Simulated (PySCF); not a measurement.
BH₈NSi₂.
Bonds: N1–Si2, Si2–B3, B3–Si4. Hydrogens: H5, H6 on N1; H7, H8 on Si2; H9 on B3; H10, H11, H12 on Si4.

Computed by this run: PySCF, PBE0-D3(BJ)/def2-SVP geometry optimisation, gas phase; density fitting, grid level 1; the optimiser is geomeTRIC in internal coordinates, started from a GFN2-xTB structure with every atom displaced at random (about 0.01 Å).

Geometry at step 1:
```
atom  x, y, z in Å
N1      1.7670    0.6653    0.3895
Si2     1.2033   -0.9360   -0.0114
B3     -0.8025   -0.9563   -0.0394
Si4    -1.8784    0.7416   -0.0437
H5      2.7716    0.8300    0.4567
H6      1.3541    1.4012   -0.1761
H7      1.7435   -1.9117    0.9913
H8      1.6596   -1.4782   -1.3504
H9     -1.3683   -2.0254   -0.0109
H10    -1.7749    1.3194    1.3374
H11    -3.3279    0.5755   -0.3710
H12    -1.3079    1.7462   -1.0036
```

Question: Give the atomic forces at this geometry.

Answer: 
```csv
atom,Fx (eV/Å),Fy (eV/Å),Fz (eV/Å)
N1,0.195,-0.034,-0.100
Si2,0.067,-0.093,-0.005
B3,0.004,-0.064,0.023
Si4,-0.037,0.009,-0.042
H5,-0.198,-0.061,0.031
H6,0.005,0.112,0.032
H7,0.010,0.085,0.036
H8,-0.057,0.025,0.007
H9,0.002,-0.017,-0.026
H10,0.005,0.018,0.000
H11,-0.021,0.014,-0.005
H12,0.024,0.006,0.049
```

The largest, 0.22 eV/Å, acts on N1; the rms over all components is 0.064 eV/Å. The forces sum to zero within rounding, as they must for an isolated molecule in no field.

Question: Give the force on N1 in Eh/bohr and in nN.

Answer: 0.222 eV/Å ÷ 51.422 = 0.00432 Eh/bohr, and 0.222 eV/Å × 1.602 = 0.36 nN.

Question: How far is this geometry from the end of the optimisation?

Answer: 0.021 eV above it, and 0.199 Å rms away after alignment. The bonds farthest from their final lengths, with half the difference of the two atoms' forces along the bond (positive lengthens):

```json
{"bond": "N1–H5", "now (Å)": "1.020", "final (Å)": "1.014", "force along bond (eV/Å)": "-0.19"}
{"bond": "N1–Si2", "now (Å)": "1.744", "final (Å)": "1.739", "force along bond (eV/Å)": "+0.04"}
{"bond": "Si2–H8", "now (Å)": "1.515", "final (Å)": "1.512", "force along bond (eV/Å)": "-0.05"}
{"bond": "Si4–H12", "now (Å)": "1.502", "final (Å)": "1.499", "force along bond (eV/Å)": "-0.02"}
{"bond": "Si4–H10", "now (Å)": "1.501", "final (Å)": "1.502", "force along bond (eV/Å)": "+0.02"}
{"bond": "Si2–B3", "now (Å)": "2.006", "final (Å)": "2.008", "force along bond (eV/Å)": "+0.03"}
```

The angle farthest from its final value is Si2–N1–H6, 113.9° against 118.4°.

The cost below is that of the whole optimisation. On one thread of an Arm Neoverse V1, shared host with 32 logical CPUs at a one-minute load of 26, this took 37 s wall and 0.42 GiB of memory at its peak.
